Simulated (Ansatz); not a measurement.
One change: `C=[CH][InH2]` becomes `BC=C`.

Ansatz, PBE0-D4/def2-TZVP geometries, multiplicity 1. 

Elements past krypton have def2 core potentials.

```json
{"property": "LUMO energy (PBE0/def2-TZVPP) / eV", "`C=[CH][InH2]`": "-1.77"}
{"property": "size of the dipole moment (B3LYP/def2-TZVPP) / D", "`C=[CH][InH2]`": "0.67"}
{"property": "LUMO energy (PBE/def2-TZVPP) / eV", "`C=[CH][InH2]`": "-2.54"}
{"property": "HOMO–LUMO gap (PBE0/def2-TZVPP) / eV", "`C=[CH][InH2]`": "5.82"}
{"property": "LUMO energy (ωB97M-V/def2-TZVPP) / eV", "`C=[CH][InH2]`": "-0.23"}
{"property": "zero-point energy (PBE0-D4/def2-TZVP) / kJ/mol", "`C=[CH][InH2]`": "139.0"}
```

Problem. What does the change do to each property? (An estimate is asked.)

Solution. Ansatz gave: 
```tsv
property	`BC=C`	shift
LUMO energy (PBE0/def2-TZVPP) / eV	-2.09	-0.32
size of the dipole moment (B3LYP/def2-TZVPP) / D	1.34	0.67
LUMO energy (PBE/def2-TZVPP) / eV	-3.10	-0.56
HOMO–LUMO gap (PBE0/def2-TZVPP) / eV	6.42	0.60
LUMO energy (ωB97M-V/def2-TZVPP) / eV	-0.06	0.17
zero-point energy (PBE0-D4/def2-TZVP) / kJ/mol	164.6	25.6
```

With PBE0 the HOMO falls by 0.92 eV and the LUMO falls by 0.32 eV, so the gap widens by about 0.60 eV. PBE moves the HOMO by -1.08 eV and ωB97M-V by -0.97 eV. Dipoles are sizes alone; their direction can turn.

B3LYP here is the variant with VWN-RPA as its local correlation; programs differ in this.
